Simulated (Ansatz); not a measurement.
C2H7FSi2 (`C=C[SiH2][SiH2]F`), relaxed with RKS PBE-D4/def2-SVP in Ansatz 0.2.0 from a rough embedded geometry. The force threshold is 0.03 eV/Å; the program also tests the step.

The species carries charge 0 and has multiplicity 1.

Start:

```xyz
12

C    -1.223   -0.950    1.775
C    -1.140   -0.136    0.768
Si    0.388    0.766    0.239
Si    1.087    0.140   -1.832
F     2.379    0.991   -2.319
H    -2.151   -1.481    2.040
H    -0.354   -1.234    2.442
H    -2.028    0.076    0.155
H     0.053    2.254    0.237
H     1.492    0.520    1.230
H     1.498   -1.291   -1.879
H     0.000    0.345   -2.856
```

Problem. By how much does the energy fall, and how many steps does the optimiser take? (Estimate.)

Solution. Computed: 17.92 kJ/mol, in 7 steps, 1 of them rejected.

Problem. Which bonds change most? (Estimate.)

Solution. The calculation gave: Si3–Si4 from 2.274 to 2.358 Å; C1–C2 from 1.298 to 1.349 Å; C2–Si3 from 1.852 to 1.881 Å; C1–H7 from 1.131 to 1.104 Å.

Problem. Give the relaxed structure. (Best estimate.)

Solution. Ansatz gave: 
```xyz
12

C    -1.205   -1.024    1.725
C    -1.164   -0.069    0.773
Si    0.396    0.866    0.293
Si    1.078    0.104   -1.832
F     2.369    0.979   -2.364
H    -2.133   -1.573    1.964
H    -0.314   -1.298    2.317
H    -2.093    0.158    0.217
H     0.138    2.348    0.216
H     1.479    0.598    1.305
H     1.484   -1.346   -1.779
H    -0.036    0.257   -2.835
```
